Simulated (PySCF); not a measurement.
# How methods differ on the interval between two levels of As

As [Ar] 3d10 4s2 4p3 [4S3/2, M_J = 3/2] → As [Ar] 3d10 4s1 4p4 [4P5/2, M_J = 5/2], as a difference of total energies. Calculation: PySCF 2.14, in x2c-TZVPall-2c with one added diffuse shell each of s, p, d type (7s8p5d1f, 63 functions); the two-component X2C-1e Hamiltonian. Correlated levels: [Ne] frozen. "Screened" scales the spin-orbit matrix elements by Boettger's factors to mimic the two-electron term; Breit and QED terms are absent.

```json
{"method": "GHF (spin-free)", "interval between two levels (cm⁻¹)": "69786"}
{"method": "GMP2 (spin-free)", "interval between two levels (cm⁻¹)": "71568"}
{"method": "GHF (screened spin-orbit)", "interval between two levels (cm⁻¹)": "69276"}
{"method": "GMP2 (screened spin-orbit)", "interval between two levels (cm⁻¹)": "70960"}
```

The labels give the starting determinants; with spin-orbit coupling the two ends relaxed to ⟨J²⟩ = 3.75, ⟨L²⟩ = 0.01, ⟨S²⟩ = 3.74 and ⟨J²⟩ = 8.81, ⟨L²⟩ = 2.01, ⟨S²⟩ = 3.80.
